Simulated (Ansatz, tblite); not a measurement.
Spin states of the cluster Be2Br2⁺ (the lowest doublet isomer of a short search), each relaxed with PBE-D4/def2-TZVP in Ansatz. Electronic energies in the gas phase.

The xTB rows come from tblite. Correlated methods freeze 18 core orbitals; core or outer-core shells of Br are correlated, in sets that lack core-valence functions. The structure comes from a short search, and lower isomers may exist.

Doublet geometry (Cs within 0.1 Å):

```xyz
4

Be    0.8441   -0.1724    0.1719
Be   -2.2722    0.4781   -0.4628
Br    1.8100   -1.8028    0.3928
Br   -0.3819    1.4971   -0.1018
```

Quartet geometry:

```xyz
4

Be   -0.247    0.718   -0.452
Be    0.453   -1.347   -1.469
Br   -1.294    1.259    1.258
Br    1.089   -0.630    0.663
```

⟨S²⟩: doublet 0.75 at PBE0-D4/def2-TZVP (pure 0.75), quartet 3.76 at PBE0-D4/def2-TZVP (pure 3.75).

Only these spin states were relaxed.

```tsv
level	quartet − doublet (kcal/mol)	lowest of these
GFN1-xTB	86.8	doublet
PBE-D4/def2-TZVP	82.4	doublet
r2SCAN-D4/def2-TZVP	84.8	doublet
r2SCANh-D4/def2-TZVP	86.2	doublet
r2SCAN0-D4/def2-TZVP	88.0	doublet
B2PLYP/def2-TZVP	95.4	doublet
MP2/def2-TZVP	100.7	doublet
CCSD/def2-TZVPP	96.0	doublet
```

Change of the quartet − doublet gap on mixing in exact exchange, in kcal/mol: r2SCAN to r2SCANh (10 % exact exchange) 1.4; r2SCAN to r2SCAN0 (25 % exact exchange) 3.3.

The xTB methods have no spin-polarisation term.
